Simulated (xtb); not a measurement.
C8H10, SMILES c1c(ccc(c1)C)C. All values are semi-empirical tight-binding results from xtb (GFN2-xTB unless named), good for trends rather than for accurate numbers. Geometry optimised at GFN2-xTB.

A frequency run showed that this geometry is not a minimum.

```
Property                                        Value
--------------------------------------  -------------
point group as xtb finds it                       C2v
orbital gap                                   4.53 eV
dipole moment                                  0.11 D
static polarisability (D4 model)           91.0 bohr³
solvation energy, GFN2-xTB/ALPB(water)  -0.9 kcal/mol
solvation energy, GFN2-xTB/ALPB(dmso)   -6.0 kcal/mol
```

Problem. Give the IR lines (harmonic; lines under 4 % of the strongest left out, lines within 3 cm⁻¹ merged). (Estimate from the structure and the level; the computed values follow.)

Solution. ν (cm⁻¹): 788 (w), 1035 (w), 1223 (m), 1485 (w), 1489 (w), 1510 (m), 2992 (m), 3034 (s), 3065 (m), 3076 (vs) (against the strongest line: vs over 80 %, s over 45 %, m over 15 %, w over 4 %, vw less)
